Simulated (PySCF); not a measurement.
TaCl4, SMILES [Cl][Ta+]([Cl])([Cl])[Cl], charge +1, multiplicity 1. Geometry: PBE0-D3(BJ)/def2-SVP. The spin state was assumed, not searched. The isomer is the one that the SMILES or the coordinates give; other isomers of the formula were not compared. The def2 effective core potentials stand for the cores of Ta; spin–orbit coupling is left out.

Computed equilibrium geometry at PBE0-D3(BJ)/def2-SVP (PySCF confirms it by a frequency run) as bond lengths and angles, and its point group:
point group Td.
Atoms: Ta1 Cl2 Cl3 Cl4 Cl5. Bonds (Å): Ta1–Cl2 2.219, Ta1–Cl3 2.219, Ta1–Cl4 2.219, Ta1–Cl5 2.219. Bond angles (°): Cl2–Ta1–Cl3 109.5, Cl2–Ta1–Cl4 109.5, Cl2–Ta1–Cl5 109.5, Cl3–Ta1–Cl4 109.5, Cl3–Ta1–Cl5 109.5, Cl4–Ta1–Cl5 109.5.
Charge +1, spin multiplicity 1.
